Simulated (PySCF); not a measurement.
## Do core-level shifts follow atomic charges?

C₇H₉NP (charge +1).
Cartesian coordinates in Å at the PBE0-D3(BJ)/def2-SVP level; atoms count from 1:
```
atom  x, y, z in Å
C1    -1.9880   -0.7334    1.1244
P2    -1.1268    0.1177   -0.1855
N3     0.5196   -0.0027    0.0296
C4     1.1842   -0.7844    0.9881
C5     2.5229   -0.6133    0.8037
C6     2.7088    0.2905   -0.2917
C7     1.4791    0.6524   -0.7538
C8    -1.7849    0.3426   -1.7737
C9    -1.7781    1.4705   -1.0481
H10   -3.0648   -0.5776    0.9710
H11   -1.6842   -0.3202    2.0975
H12   -1.7609   -1.8089    1.0832
H13    0.6414   -1.3892    1.7100
H14    3.3046   -1.0877    1.3941
H15    3.6595    0.6382   -0.6916
H16    1.1886    1.3173   -1.5643
H17   -2.0348   -0.0387   -2.7674
H18   -2.0173    2.5356   -1.1082
```

Binding energies: PySCF 2.14.0, delta-SCF UKS SCAN, pcX-2 on the ionised atom, pcseg-1 elsewhere, spin-free X2C. Charges: PBE0/pcSseg-1 ground-state density, for the ionised atom.

```
atom                          environment  C 1s (eV)  Mulliken (e)  IAO (e)  Hirshfeld (e)  ESP (e)
  C5                   aromatic CH carbon     293.93        -0.133   -0.164         -0.046   -0.260
  C4  aromatic CH next to a ring nitrogen     294.94        +0.156   -0.112         -0.020   -0.181
  C1       sp3 carbon bound to phosphorus     296.19        -0.490   -0.652         -0.109   -0.576
```

Task: How well does each charge scheme correlate with the binding energies over these sites?

Result: Mulliken: r = -0.60, slope -2.1 eV per e; Hirshfeld: r = -0.73, slope -18.1 eV per e; ESP: r = -0.80, slope -4.3 eV per e; IAO: r = -0.85, slope -3.2 eV per e. On 3 points no scheme stands out.

Task: The point-charge model writes a binding energy as kq + V + constant, with V the potential of the other atoms' charges at the site. What does it give with the Mulliken charges?

Result: V = Σ 14.40 eV Å × q/r over all other atoms: +4.73 eV at C5, +0.62 eV at C4, +14.25 eV at C1. Fitting binding energy − V to q gives k = 19.2 eV per e and leaves an rms residual of 0.20 eV, against 0.74 eV for the fit on q alone. The model has no term for differences in relaxation between sites.

The species carries charge +1, so core ionisation leaves charge +2. The structure is a single PBE0-D3(BJ)/def2-SVP conformer in the gas phase; no vibrational or solvent corrections.
